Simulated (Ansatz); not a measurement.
A nudged elastic band was laid between two geometries of AlFH8O3Si2 (15 atoms, charge 0, multiplicity 1).

Level of theory: RHF/cc-pVDZ (Ansatz).

| Item | Value |
| --- | --- |
| movable images | 2 |
| climbing image | no |
| spring | 5.0 eV/Å² |
| optimiser | quadratic models (default) |
| start path | through a guess of the saddle point |
| force threshold | 0.05 eV/Å |
| iteration limit | 60 |
| end points | relaxed |

First end point:

```xyz
15
Properties=species:S:1:pos:R:3
Al -0.090 -0.324 0.421
O 0.122 0.203 2.077
H -0.192 -0.211 2.863
O 1.265 -0.862 -0.448
Si 2.586 -1.360 -1.297
H 2.236 -2.518 -2.162
H 3.089 -0.256 -2.157
H 3.670 -1.771 -0.366
O -1.659 -0.752 -0.079
Si -3.021 -1.245 -0.866
H -3.478 -2.551 -0.321
H -4.103 -0.243 -0.677
H -2.761 -1.398 -2.322
F 0.015 1.720 0.247
H 0.084 1.766 1.176
```

Last end point:

```xyz
15
Properties=species:S:1:pos:R:3
Al -0.065 0.264 -0.008
O 0.083 0.246 1.975
H -0.702 -0.101 2.387
O 1.305 -0.550 -0.608
Si 2.512 -1.397 -1.337
H 1.960 -2.589 -2.035
H 3.219 -0.550 -2.333
H 3.495 -1.860 -0.321
O -1.608 -0.492 -0.059
Si -2.866 -1.271 -0.789
H -3.044 -2.618 -0.181
H -4.124 -0.500 -0.601
H -2.624 -1.435 -2.248
F -0.038 1.951 -0.110
H 0.261 1.100 2.355
```

(1) Which bonds break or form, and what moves?

(2) Give the energies along the band, and the barrier.

(3) What is the geometry of the highest image?

Answers

(1) Bonds broken: F14–H15. Bonds formed: O2–H15.

(2) The run converged. The highest image is number 1 of 0 to 3, 1.6 kJ/mol above the first end and 109.4 kJ/mol above the last; the last end lies 107.8 kJ/mol below the first. No image climbed, so the highest image needn't sit at the top of the path. A band with more images between the same ends climbed to 0.11 eV, so this one has probably stepped over the top. So few images can step over the top or miss a turn of the path. The orbitals stay closed-shell, which can raise the energy where a bond breaks towards radicals; this wasn't checked here.

| image | path coordinate (Å) | energy (kJ/mol) | F14–H15 (Å) | O2–H15 (Å) |
| --- | --- | --- | --- | --- |
| 0 | 0.00 | 0.0 | 0.93 | 1.80 |
| 1 | 1.62 | 1.6 | 0.93 | 1.85 |
| 2 | 3.24 | -106.5 | 2.55 | 0.95 |
| 3 | 4.85 | -107.8 | 2.62 | 0.95 |

(3) 
```xyz
15
Properties=species:S:1:pos:R:3
Al -0.082 -0.467 0.187
O -0.071 -0.074 1.889
H -0.235 -0.627 2.634
O 1.376 -0.893 -0.571
Si 2.838 -1.266 -1.230
H 2.762 -2.561 -1.956
H 3.258 -0.204 -2.184
H 3.869 -1.382 -0.164
O -1.562 -0.910 -0.532
Si -3.182 -1.105 -0.764
H -3.695 -2.210 0.091
H -3.912 0.142 -0.405
H -3.461 -1.431 -2.186
F -0.067 1.583 0.175
H -0.074 1.600 1.103
```

The run took 72 s on 4 threads of Arm Neoverse V2 (shared host), peak memory 0.46 GiB.
